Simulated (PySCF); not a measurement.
1,1-dichlorocyclopropane (C₃H₄Cl₂), SMILES C1C(Cl)(C1)Cl. Coordinates come from a ωB97X-D3(BJ)/def2-SVP optimisation.

Q: Give the equilibrium geometry at ωB97X-D3(BJ)/def2-SVP (PySCF confirms it by a frequency run) as a Z-matrix, and its point group. (An estimate is asked for; the answer gives what the named calculation found.)

A: point group C2v.
```
C
C 1 1.4929
H 2 1.0932 1 116.79
H 2 1.0932 3 115.61 1 143.33
C 1 1.4929 2 60.95 3 -108.55
H 5 1.0932 1 116.79 2 108.55
H 5 1.0932 6 115.61 1 -143.33
Cl 1 1.7558 2 118.36 3 -0.03
Cl 1 1.7558 2 118.36 3 142.92
```
Charge 0, spin multiplicity 1.
